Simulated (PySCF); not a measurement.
H₂Si₂, neutral, multiplicity 1. Atoms are numbered in the order given.

```xyz
4

Si     0.0000     0.0000    -0.9705
Si     0.0000     0.0000     1.2278
H      0.0000    -1.2347    -1.8013
H      0.0000     1.2347    -1.8013
```

Geometry optimised at r2SCAN-D4/def2-TZVP. The isomer is the one that the SMILES or the coordinates give; other isomers of the formula were not compared.

Method: PBE/pcSseg-2 (PySCF).

GIAO shieldings, no solvent; atoms alike by connectivity are averaged. δ = σ(ref) − σ: ²⁹Si against TMS (σ = 324.1 ppm); ¹H against TMS (σ = 31.47 ppm), references at their B3LYP-D3(BJ)/def2-TZVP geometries, non-relativistic.

Question: Estimate the chemical shifts. (An estimate is asked for; the answer gives what the named calculation found.)

Answer: 
```csv
nucleus,atoms,count,δ (ppm)
²⁹Si,Si2,1,2214.3
²⁹Si,Si1,1,198.3
¹H,"H3, H4",2,9.59
```
